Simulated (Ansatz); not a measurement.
Coupled-cluster diagnostics for [TcNCl4]2- (TcNCl₄²⁻), Ansatz.

Geometry of the singlet (PBE0-D4/def2-SVPD):

Cartesian coordinates in Å:
```
Tc -0.0479 0.1220 -0.0523
N -0.5862 1.4904 -0.6421
Cl -2.0681 -1.1906 0.3775
Cl 0.0471 0.4958 2.3643
Cl 2.3851 0.3844 -0.0305
Cl 0.2700 -1.3020 -2.0169
```

In the def2 sets Tc takes a core potential; there is no spin–orbit coupling. Correlated methods freeze 21 core orbitals; core or outer-core shells of Tc are correlated, in sets that lack core-valence functions. A multiply charged anion in the gas phase is held together partly by the finite basis. Removing one electron lowers the energy by 0.78 eV at PBE0-D4/def2-TZVPD, so it isn't bound.

(1) Estimate the CCSD(T) correlation energy, the shares of MP2 and (T), T1 and the reference's ⟨S²⟩ for: charge -2, singlet, own geometry in def2-SVPD; and the rough time on 4 threads of Arm Neoverse V1 on a shared host.

Results:

(1) 
```tsv
state	basis	correlation (eV)	MP2 share (%)	(T) share (%)	T1	⟨S²⟩ (pure)	wall time	remarks
charge -2, singlet, own geometry	def2-SVPD	-35.172	99.0	4.4	0.018	0.00 (0.00)	71 s	restricted SCF unstable
```
Customary marks for T1 are 0.02 (closed shells), 0.045 (open shells) and about 0.05 (3d metals). T1 stays under 0.02 throughout.
